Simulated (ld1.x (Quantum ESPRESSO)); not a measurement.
# Reading a pseudo-wave (Hf)

Columns: radius, all-electron u(r) and pseudo u(r) of the 5d shell (level -3.00 eV) of hafnium in the configuration [Kr] 4d10 4f14 5s2 5p6 5d2 6s1.75 6p0.25; PBE, scalar-relativistic, TM semilocal scheme, ld1.x (Quantum ESPRESSO) 7.5.

```csv
r (bohr),all-electron,pseudo
0.155,0.1474,0.0030
0.310,-0.2001,0.0229
0.465,-0.2514,0.0714
0.620,-0.0682,0.1517
0.775,0.1570,0.2569
0.930,0.3470,0.3728
1.085,0.4854,0.4824
1.240,0.5764,0.5713
1.395,0.6298,0.6319
1.550,0.6555,0.6636
1.705,0.6614,0.6712
1.860,0.6540,0.6618
2.015,0.6378,0.6424
2.170,0.6160,0.6180
2.325,0.5910,0.5915
2.480,0.5643,0.5643
2.635,0.5368,0.5368
2.790,0.5093,0.5093
2.945,0.4820,0.4820
3.100,0.4552,0.4552
3.255,0.4292,0.4292
3.410,0.4039,0.4039
3.565,0.3796,0.3796
3.720,0.3563,0.3563
3.875,0.3340,0.3340
4.030,0.3127,0.3127
```

Problem. How many radial nodes do the two functions have?

Solution. The all-electron 5d function has n − l − 1 = 2; the pseudo-wave has 0, since the states of the same l below it are removed with the core.

Problem. At about which radius was the pseudo-wave matched?

Solution. 2.70 bohr. The columns agree to 0.0005 from 2.48 bohr on; several derivatives are matched, so the curves merge somewhat inside the radius.

Problem. Where does each function peak?

Solution. Outermost all-electron maximum near 1.71 bohr, pseudo maximum near 1.71 bohr (to the table’s step).

Problem. Is the pseudo-wave norm-conserving?

Solution. Yes: the TM semilocal scheme keeps the norm inside the radius equal to the all-electron one, which fixes the energy derivative of the logarithmic derivative at the level.
